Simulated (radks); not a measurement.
Results of a calculation; reference values are marked as such.
All-electron atom: Os+ in [Xe] 4f12 5d7 6s2 (not the ground configuration). Level of theory: scalar-relativistic Kohn-Sham, r2SCAN, spin-polarised, spherical densities, finite nucleus; open shells are filled with parallel spins first (spin-orbit coupling, left out, can overturn this in heavy ions); meta-GGA in the generalised Kohn-Sham scheme; Fermi nuclear charge, rms radius 5.4126 fm (a radial shooting solver on a logarithmic mesh with Libxc functionals). Some entries of the table are withheld. Estimate them.

orbital  occ.  eigenvalue (hartree)  <1/r> (bohr^-1)  r(max) (bohr)
1s down     1             -2718.581            90.42        0.01103
1s up       1             -2718.581            90.42        0.01103
2s up       1             -475.5821            21.19        0.06338
2s down     1             -475.5687            21.19        0.06338
2p up       3             -414.2236            19.05        0.05220
2p down     3             -414.2127            19.05        0.05220
3s up       1             -112.2300            7.859         0.1786
3s down     1             -112.1589            7.862         0.1786
3p up       3             -94.13235            7.217         0.1773
3p down     3             -94.05966            7.221         0.1773
3d up       5             -73.85262            6.799         0.1447
3d down     5             -73.79182            6.802         0.1446
4s up       1             -24.97330            3.359         0.4041
4s down     1             -24.84415            3.356         0.4042
4p up       3             -18.97395            3.054         0.4238
4p down     3             -18.84973            3.051         0.4239
4d up       5             -11.49336            2.736         0.4325
4d down     5             -11.36904            2.733         0.4327
5s up       1              -4.21692            1.372         0.8978
5s down     1              -4.10734            1.374         0.8975
4f up       7              -3.18965            2.315         0.4001
4f down     5              -3.06065            2.311         0.4007
5p up       3              -2.61458            1.176          1.003
5p down     3              -2.50115            1.178          1.002
5d up       5              -0.75750              (1)          1.255
5d down     2              -0.65095              (2)          1.255
6s up       1              -0.56625           0.4991          2.241
6s down     1              -0.52334           0.4690          2.335

Answer. 
(1) 5d up <1/r> (bohr^-1): 0.8433
(2) 5d down <1/r> (bohr^-1): 0.8286
